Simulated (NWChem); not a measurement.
Species: C3H2BrCl; SMILES C=C=C(Cl)Br

```xyz
7

C     -2.1323     2.0033     0.0000
C     -1.0528     1.2666     0.0000
C      0.0230     0.5245     0.0000
Cl     1.6171     1.1867     0.0000
Br    -0.0797    -1.3606     0.0000
H     -2.6020     2.3245    -0.9370
H     -2.6020     2.3245     0.9370
```
Atoms are numbered in this order, from 1.

STO-3G and 3-21G are far too small for this property and stand as cheap habits. Structure relaxed at the PBE0/def2-SVP level.

Spin-orbit effects, on the heavy nuclei and on their neighbours, are missing.

**Question.** Give the principal values of the shielding tensors (ppm) of C1, C2, C3, Cl4, Br5 from Hartree-Fock/STO-3G, GIAO (NWChem), with their diamagnetic and paramagnetic parts as GIAO splits them.

**Answer.** 
```json
[
 {"atom": "C1", "σ11": "70.0", "σ22": "171.3", "σ33": "224.0", "isotropic": "155.1", "diamagnetic": "253.7", "paramagnetic": "-98.6"},
 {"atom": "C2", "σ11": "46.5", "σ22": "62.4", "σ33": "67.1", "isotropic": "58.7", "diamagnetic": "263.2", "paramagnetic": "-204.6"},
 {"atom": "C3", "σ11": "88.1", "σ22": "154.5", "σ33": "175.5", "isotropic": "139.4", "diamagnetic": "257.6", "paramagnetic": "-118.3"},
 {"atom": "Cl4", "σ11": "970.3", "σ22": "978.1", "σ33": "1069.8", "isotropic": "1006.1", "diamagnetic": "1127.0", "paramagnetic": "-120.9"},
 {"atom": "Br5", "σ11": "2571.5", "σ22": "2611.4", "σ33": "3011.7", "isotropic": "2731.5", "diamagnetic": "3096.0", "paramagnetic": "-364.5"}
]
```
